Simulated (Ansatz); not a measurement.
`ClC[SiH2][SbH2]`, relaxed with RKS PBE-D4/def2-SVP in Ansatz from a rough embedded geometry. The force threshold is 0.03 eV/Å; the program also tests the step.

The species carries charge 0 and has multiplicity 1. Sb takes the def2 core potential.

Start:

```xyz
10

Cl    1.130    1.122   -1.581
C     0.060    1.283   -0.223
Si   -0.992   -0.273   -0.039
Sb    0.437   -2.169    0.685
H     0.630    1.443    0.715
H    -0.579    2.156   -0.401
H    -1.986    0.010    1.061
H    -1.690   -0.515   -1.243
H     1.603   -1.862   -0.705
H     1.387   -1.194    1.732
```

| step | energy (eV) | largest force (eV/Å) | largest move (Å) |
| --- | --- | --- | --- |
| 1 | -28054.0939 | 1.776 | 0.000 |
| 2 | -28054.2884 | 1.310 | 0.195 |
| 3 (rejected) | -28054.1354 | 1.603 | 0.200 |
| 4 | -28054.4027 | 0.231 | 0.069 |
| 5 | -28054.4096 | 0.051 | 0.069 |
| 6 | -28054.4111 | 0.026 | 0.058 |
| 7 | -28054.4114 | 0.057 | 0.054 |
| 8 | -28054.4116 | 0.028 | 0.018 |

End:

```xyz
10

Cl    1.190    1.156   -1.633
C     0.047    1.338   -0.250
Si   -0.974   -0.256    0.012
Sb    0.493   -2.321    0.593
H     0.639    1.585    0.654
H    -0.618    2.197   -0.473
H    -1.947   -0.001    1.138
H    -1.761   -0.534   -1.241
H     1.626   -1.788   -0.606
H     1.305   -1.376    1.806
```

It took 13 s on 4 threads of an Arm Neoverse V1 on a shared host, with 0.16 GiB of host memory at the peak.
